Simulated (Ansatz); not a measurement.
Gas-phase electronic energies from Ansatz, PBE0-D4/def2-TZVP geometries. CCSD(T)/CBS adds triple-zeta CCSD(T) − MP2 to the extrapolated MP2 energy (def2 sets, frozen cores). DFT in def2-TZVPP. Elements past krypton have def2 core potentials. For Ge, In, Te outer-core shells are correlated without core-valence functions, which leaves a few kJ/mol of doubt a bond. Scalar relativity is left out up to krypton.

`[GeH3][Te][GeH3]` + `[CH3][In]([F])[Cl]` → `[F][In]([Cl])[GeH3]` + `C[Te][GeH3]`  (redistribution)

| level | ΔE (eV) |
| --- | --- |
| r2SCAN-D4 | 0.35 |
| revPBE | 0.29 |
| r2SCAN | 0.35 |
| CCSD/def2-SVP | 0.38 |
| SCS-MP2/def2-TZVPP | 0.40 |
| HF/def2-QZVPP | 0.39 |
| MP2/def2-QZVPP | 0.42 |
| CCSD/CBS(def2) | 0.35 |

Q: What does CCSD(T)/CBS give? (Best estimate.)

A: Ansatz gave: +0.35 eV. The listed levels differ from it by 0.00, -0.06, 0.00, 0.03, 0.05, 0.04, 0.07, 0.00 eV.

Q: What do rigid-rotor, harmonic-oscillator terms from PBE0-D4/def2-TZVP frequencies (298.15 K, 1 bar) make of the CCSD(T)/CBS value? (Best estimate.)

A: Computed: ΔZPE = +0.01 eV, ΔH = +0.36 eV, ΔS = 2 J/(mol·K), ΔG = +0.36 eV. Modes under 50 cm⁻¹ make the entropy rough.

Largest T1 diagnostic among the species: 0.014.

Leaving LDA and LC-ωPBE aside and taking each functional with its dispersion term where it has one, the values, not all of them listed here, spread over 0.14 eV, from BLYP-D4 to PBE-QIDH. From PBE to PBE0 (25 % exact exchange), in def2-TZVPP and without D4, ΔE moves by +0.05 eV.
